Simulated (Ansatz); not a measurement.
Reaction (substitution at a C–C bond): `C/C(F)=C\O` + `FB(F)S` → `CSB(F)F` + `O/C=C\F`

Program: Ansatz. Geometries: PBE0-D4/def2-TZVP. ΔE: electronic, gas phase. CCSD(T)/CBS is the MP2 limit (def2-TZVPP, def2-QZVPP) plus CCSD(T) − MP2 in def2-TZVPP, frozen cores. This one scheme is used for every species. Double bonds are as drawn, so ΔE can hold a change between cis and trans. Functionals use def2-TZVPP. B3LYP here is the variant with VWN-RPA as its local correlation; programs differ in this. One conformer a species, not always the lowest.

```csv
level,ΔE (kcal/mol),difference from CCSD(T)/CBS
PBE-D4,3.4,0.2
r2SCAN-D4,3.6,0.4
PBE0-D4,3.7,0.5
B3LYP-D4,3.3,0.1
ωB97X-V,3.5,0.3
ωB97M-V,3.7,0.5
PBE,3.4,0.2
r2SCAN,3.6,0.4
PBE0,3.8,0.6
HF/def2-TZVPP,3.4,0.2
SCS-MP2/def2-TZVPP,3.6,0.4
HF/def2-QZVPP,3.2,0.0
MP2/def2-QZVPP,3.3,0.1
SCS-MP2/def2-QZVPP,3.0,-0.2
MP2/CBS(def2),3.0,-0.2
CCSD/CBS(def2),3.3,0.1
CCSD(T)/CBS,3.2,0
```

Largest T1 diagnostic among the species: 0.013.
